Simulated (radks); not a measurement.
The numbers below are computed, except where a source is named.
Ti2+, configuration [Ar] 4s(up 0.5, down 0.5) 3d(up 0.5, down 0.5) (fractional occupations, a model configuration). Level of theory: scalar-relativistic Kohn-Sham, PBE, spin-polarised, spherical densities, point nucleus (a radial shooting solver on a logarithmic mesh with Libxc functionals).

Radial electron density D(r) = 4 pi r^2 rho(r):

r (bohr)  D(r) (e/bohr)
0.002965         0.7482
0.00386           1.211
0.005027          1.937
0.006545          3.051
0.008455          4.650
0.01101           6.999
0.01434           10.19
0.01867           14.19
0.02431           18.69
0.03165           22.91
0.04121           25.68
0.05366           25.90
0.06988           23.53
0.09026           20.51
0.1175            19.74
0.153             22.96
0.1993            27.35
0.2595            27.04
0.3379            19.75
0.44              10.99
0.5729            7.821
0.746             9.522
0.9637            9.714
1.255             6.363
1.634             2.756
2.128             1.082
2.77             0.5661
3.607            0.2575
4.697           0.06390
6.116          0.006694
7.964         0.0002312

D(r) has 3 maxima, at r = 0.0480, 0.226, 0.862 bohr, and minima at 0.108, 0.568 bohr, inside which lie 2.13, 10.41 electrons.
